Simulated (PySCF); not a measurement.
## Relaxation of singlet [RuH5]-

Level of theory: PBE0 in PySCF with Ru def2-TZVPD with ECP28, H def2-TZVPD; scalar-relativistic core potentials, no spin–orbit coupling; density-fitted integrals. A (50,194) grid was used.

A hand-made trigonal bipyramidal start, of D3h symmetry, held to at least that symmetry:

Coordinates in bohr (charge -1 multiplicity 1):
```
Ru    0.0000    0.0000    0.0000
H     0.0000    0.0000    2.9669
H     0.0000    0.0000   -2.9669
H     2.9669    0.0000    0.0000
H    -1.4834    2.5694    0.0000
H    -1.4835   -2.5694    0.0000
```

Optimiser trace:
```json
{"step": "0", "E − E(last) (kJ/mol)": "24.88", "largest gradient (Eh/bohr)": "0.04169"}
{"step": "1", "E − E(last) (kJ/mol)": "5.83", "largest gradient (Eh/bohr)": "0.01825"}
{"step": "2", "E − E(last) (kJ/mol)": "0.38", "largest gradient (Eh/bohr)": "0.00427"}
{"step": "3", "E − E(last) (kJ/mol)": "0.01", "largest gradient (Eh/bohr)": "0.00058"}
{"step": "4", "E − E(last) (kJ/mol)": "0.00", "largest gradient (Eh/bohr)": "0.00008"}
{"step": "5", "E − E(last) (kJ/mol)": "0.00", "largest gradient (Eh/bohr)": "0.00004"}
```

It ends at D3h with Ru–H 1.569 Å (×3), Ru–H 1.703 Å (×2); H–Ru–H 90.0° (×6), H–Ru–H 120.0° (×3), H–Ru–H 180.0°. A frequency run shows 3 imaginary modes, down to 1123i cm⁻¹, so it is a higher-order saddle point.

Final geometry:
```xyz
6
charge -1 multiplicity 1, angstrom
Ru    0.0000    0.0000    0.0000
H     0.0000    0.0000    1.7029
H     0.0000    0.0000   -1.7029
H     1.5685    0.0000    0.0000
H    -0.7842    1.3584    0.0000
H    -0.7843   -1.3584    0.0000
```

The relaxation took roughly 18 core-seconds on a shared host.
